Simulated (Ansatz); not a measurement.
Ansatz (an electronic-structure program) input (HF/3-21G): The .json file is the Basis Set Exchange's 3-21G.

Ansatz 0.2 input:
```yaml
crystal:
  periodic: [false, false, false]
  atoms:
    - {symbol: B, position_ang: [-0.00000000, -0.00000000, -0.84990600]}
    - {symbol: O, position_ang: [0.00000000, 0.00000000, 0.36417600]}
    - {symbol: H, position_ang: [0.00000000, 0.00000000, 1.33612200]}
basis:
  gaussian:
    orbitals: 3-21G.json
hamiltonian:
  xc: {name: HF}
total_charge: 1
magnetization: {spin_polarized: true, initial_magnetization: 1}
relax: {f_tol: 0.003, max_steps: 120}
```

From the output:

```
reference -2700.47926324 eV, -99.2407824736 hartree; 7, 6 occupied and 13, 14 virtual orbitals, 249 factors
relax step   2: F+E_penalty+E_count = -2700.47926324 eV  Δ(F+E_penalty+E_count) = -2.655e-2 eV  max|allowed force component| = 1.764e-1 eV/Å  Δτ_max = 0.0146 Å  (24 SCF iters, accepted)
these checks for a lower state are left out or cut short: starts, cluster_reference, orbital_swaps, neighbouring_geometries, increment
integrals: 0.00 GiB planned
249 factors; integrals over basis functions are off by at most 3.6e-4 eV
mean field: 0.04 GiB planned
mean field -2700.47944224 eV, -99.2407890516 hartree, gradient 1.8e-5 eV, S^2 0.764290; 0 other end points of the search recorded, 0 dependent functions left out
the calculation of the forces begins
reference -2700.47944224 eV, -99.2407890516 hartree; 7, 6 occupied and 13, 14 virtual orbitals, 249 factors
relax step   3: F+E_penalty+E_count = -2700.47944224 eV  Δ(F+E_penalty+E_count) = -1.790e-4 eV  max|allowed force component| = 6.664e-3 eV/Å  Δτ_max = 0.0013 Å  (26 SCF iters, accepted)
these checks for a lower state are left out or cut short: starts, cluster_reference, orbital_swaps, neighbouring_geometries, increment
integrals: 0.00 GiB planned
249 factors; integrals over basis functions are off by at most 3.6e-4 eV
mean field: 0.04 GiB planned
mean field -2700.47944258 eV, -99.2407890641 hartree, gradient 2.2e-5 eV, S^2 0.764294; 0 other end points of the search recorded, 0 dependent functions left out
the calculation of the forces begins
reference -2700.47944258 eV, -99.2407890641 hartree; 7, 6 occupied and 13, 14 virtual orbitals, 249 factors
relax step   4: F+E_penalty+E_count = -2700.47944258 eV  Δ(F+E_penalty+E_count) = -3.414e-7 eV  max|allowed force component| = 6.140e-4 eV/Å  Δτ_max = 0.0001 Å  (16 SCF iters, accepted)
integrals: 0.00 GiB planned
249 factors; integrals over basis functions are off by at most 3.6e-4 eV
mean field: 0.04 GiB planned
mean field evaluation 32: about -2700.4779 eV, gradient 1.4e-2 eV
mean field -2700.47944258 eV, -99.2407890641 hartree, gradient 2.2e-5 eV, S^2 0.764294; 1 other end points of the search recorded, 0 dependent functions left out
the calculation of the forces begins
reference -2700.47944258 eV, -99.2407890641 hartree; 7, 6 occupied and 13, 14 virtual orbitals, 249 factors
Total energy: -2700.47944258 eV, -99.2407890641 hartree
Atom 0 at     0.000000    -0.000000    -0.865910 Å, force     0.000000     0.000000     0.000014 eV/Å
Atom 1 at    -0.000000     0.000000     0.372481 Å, force    -0.000000    -0.000000    -0.000614 eV/Å
Atom 2 at     0.000000     0.000000     1.343821 Å, force    -0.000000     0.000000     0.000600 eV/Å
Dipole moment:     0.000000    -0.000000    -0.145777 e Å
```

The dipole moment of an ion depends on the origin.

The geometry given is a B3LYP-D3(BJ)/def2-TZVP minimum.
